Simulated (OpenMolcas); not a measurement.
Re6+ among 4 point charges of -1.5 e arranged as a square (D4h).

```json
{
 "Program": "OpenMolcas 26.06",
 "Method": "SS-CASPT2, IPEA 0.25 Eh, imaginary shift 0.1 Eh (closed shells correlated: 5s 5p)",
 "Basis": "ANO-RCC-VTZP [8s7p5d3f2g1h]",
 "Scalar Hamiltonian": "DKH2, point nucleus",
 "Active space": "1 electron in 5 orbitals (5d)",
 "State averaging": "2S+1 = 2 even, 5 roots",
 "Spin-orbit coupling": "state interaction with AMFI integrals over the reference wave functions"
}
```

All point charges move together. At R = 1.88 Å the first state of the same spin is 3540 cm-1, and at R = 2.06 Å it is 2720 cm-1.

Task: A third run gives 2350 cm-1. What distance was it run at?

Result: With a power law R^-n the two known points give n = -ln(2720 / 3540) / ln(2.06 / 1.88) = 2.88. Then R = 1.88 × (3540 / 2350)^(1/2.88) = 2.167 Å. The run was at 2.17 Å, so the estimate is off by -0.003 Å.

Free-ion shares, where given, are those of the reference states; single-state CASPT2 does not remix them. Spin-orbit coupling mixes the spin-free states strongly: the lowest level takes only 57 % from its leading state, 2A1 (figures for R = 1.88; the like holds for R = 2.06, R = 2.17). This is an electrostatic model: the charges have no orbitals. No measured value stands beside these numbers.
